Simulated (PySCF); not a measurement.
Be(OMe)(NH2) (CH5BeNO), SMILES C[O][Be][NH2].

Geometry optimised at PBE-D3(BJ)/def2-SVP. One conformer was computed; it need not be the lowest.

The numbers are results of PBE-D3(BJ)/def2-SVP (PySCF), not measurements.

Frequencies are harmonic and unscaled.

```json
[
 {"mode": "1", "ν (cm⁻¹)": "55", "IR (km/mol)": "2.7", "Raman (Å⁴/amu)": "0.0", "depolarisation": "–", "moving atoms (share of kinetic energy)": "H 77 %, O 15 %"},
 {"mode": "2", "ν (cm⁻¹)": "88", "IR (km/mol)": "8.1", "Raman (Å⁴/amu)": "0.9", "depolarisation": "0.57", "moving atoms (share of kinetic energy)": "O 38 %, H 24 %, C 21 %, N 12 %"},
 {"mode": "3", "ν (cm⁻¹)": "176", "IR (km/mol)": "0.2", "Raman (Å⁴/amu)": "0.1", "depolarisation": "0.75", "moving atoms (share of kinetic energy)": "H 84 %"},
 {"mode": "4", "ν (cm⁻¹)": "309", "IR (km/mol)": "9.0", "Raman (Å⁴/amu)": "0.4", "depolarisation": "0.75", "moving atoms (share of kinetic energy)": "Be 52 %, H 34 %, O 14 %"},
 {"mode": "5", "ν (cm⁻¹)": "361", "IR (km/mol)": "93.7", "Raman (Å⁴/amu)": "0.5", "depolarisation": "0.65", "moving atoms (share of kinetic energy)": "H 78 %, Be 10 %, N 9 %"},
 {"mode": "6", "ν (cm⁻¹)": "404", "IR (km/mol)": "121.4", "Raman (Å⁴/amu)": "1.9", "depolarisation": "0.75", "moving atoms (share of kinetic energy)": "Be 68 %, N 16 %, O 10 %"},
 {"mode": "7", "ν (cm⁻¹)": "617", "IR (km/mol)": "2.1", "Raman (Å⁴/amu)": "13.9", "depolarisation": "0.15", "moving atoms (share of kinetic energy)": "N 46 %, C 20 %, O 19 %, H 13 %"},
 {"mode": "8", "ν (cm⁻¹)": "657", "IR (km/mol)": "104.6", "Raman (Å⁴/amu)": "2.0", "depolarisation": "0.75", "moving atoms (share of kinetic energy)": "H 57 %, Be 25 %, N 18 %"},
 {"mode": "9", "ν (cm⁻¹)": "1137", "IR (km/mol)": "13.3", "Raman (Å⁴/amu)": "3.0", "depolarisation": "0.68", "moving atoms (share of kinetic energy)": "H 56 %, C 24 %, O 15 %"},
 {"mode": "10", "ν (cm⁻¹)": "1154", "IR (km/mol)": "0.0", "Raman (Å⁴/amu)": "1.0", "depolarisation": "0.75", "moving atoms (share of kinetic energy)": "H 76 %, C 20 %"},
 {"mode": "11", "ν (cm⁻¹)": "1168", "IR (km/mol)": "42.3", "Raman (Å⁴/amu)": "4.3", "depolarisation": "0.09", "moving atoms (share of kinetic energy)": "C 30 %, H 27 %, O 27 %, Be 11 %"},
 {"mode": "12", "ν (cm⁻¹)": "1419", "IR (km/mol)": "114.7", "Raman (Å⁴/amu)": "20.3", "depolarisation": "0.54", "moving atoms (share of kinetic energy)": "H 82 %, C 13 %"},
 {"mode": "13", "ν (cm⁻¹)": "1421", "IR (km/mol)": "1.0", "Raman (Å⁴/amu)": "24.0", "depolarisation": "0.75", "moving atoms (share of kinetic energy)": "H 97 %"},
 {"mode": "14", "ν (cm⁻¹)": "1427", "IR (km/mol)": "39.1", "Raman (Å⁴/amu)": "24.2", "depolarisation": "0.75", "moving atoms (share of kinetic energy)": "H 93 %"},
 {"mode": "15", "ν (cm⁻¹)": "1475", "IR (km/mol)": "3.7", "Raman (Å⁴/amu)": "14.5", "depolarisation": "0.75", "moving atoms (share of kinetic energy)": "H 88 %"},
 {"mode": "16", "ν (cm⁻¹)": "1597", "IR (km/mol)": "563.5", "Raman (Å⁴/amu)": "3.7", "depolarisation": "0.59", "moving atoms (share of kinetic energy)": "Be 59 %, O 21 %, H 10 %, N 10 %"},
 {"mode": "17", "ν (cm⁻¹)": "2905", "IR (km/mol)": "119.1", "Raman (Å⁴/amu)": "185.7", "depolarisation": "0.01", "moving atoms (share of kinetic energy)": "H 97 %"},
 {"mode": "18", "ν (cm⁻¹)": "2977", "IR (km/mol)": "55.7", "Raman (Å⁴/amu)": "108.6", "depolarisation": "0.64", "moving atoms (share of kinetic energy)": "H 91 %, C 9 %"},
 {"mode": "19", "ν (cm⁻¹)": "2986", "IR (km/mol)": "45.4", "Raman (Å⁴/amu)": "134.9", "depolarisation": "0.75", "moving atoms (share of kinetic energy)": "H 90 %, C 10 %"},
 {"mode": "20", "ν (cm⁻¹)": "3517", "IR (km/mol)": "36.0", "Raman (Å⁴/amu)": "142.4", "depolarisation": "0.10", "moving atoms (share of kinetic energy)": "H 95 %"},
 {"mode": "21", "ν (cm⁻¹)": "3593", "IR (km/mol)": "24.1", "Raman (Å⁴/amu)": "77.6", "depolarisation": "0.75", "moving atoms (share of kinetic energy)": "H 92 %, N 8 %"}
]
```
